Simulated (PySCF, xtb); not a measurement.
B2N, SMILES [B][N][B] (connectivity only; charge and spin as stated), neutral, multiplicity 2.

Harmonic wavenumbers (cm⁻¹) from GFN2-xTB in xtb at its own minimum, in rising order: 205, 205, 1359, 1855.

Question: What does B3LYP-D3(BJ)/def2-TZVP run with PySCF give at its own minimum? (Estimate from the structure and the level; the computed values follow.)

Answer: 125, 125, 1211, 1346. Paired by order, the mean absolute difference is 205 cm⁻¹ and the zero-point energies are 5.2 and 4.0 kcal/mol.
